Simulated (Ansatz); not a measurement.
Ansatz results at the PBE0-D4/def2-TZVP geometry: LUMO energy (ωB97M-V/def2-TZVPP) 2.06 eV; LUMO energy (PBE/def2-TZVPP) -0.93 eV; HOMO–LUMO gap (B3LYP/def2-TZVPP) 6.40 eV.

(1) Which molecule gave them?
A. `C[SiH]1C=CO1`
B. `C=C([SeH])CO`
C. `[NH2][AlH][CH2]Cl`
D. `CCBB[SiH3]`

## Answers

(1) A. The others give `CCBB[SiH3]`: -0.13, -3.01, 5.24; `C=C([SeH])CO`: 1.75, -1.12, 5.86; `[NH2][AlH][CH2]Cl`: 1.31, -1.20, 6.55.

B3LYP here is the variant with VWN-RPA as its local correlation; programs differ in this.
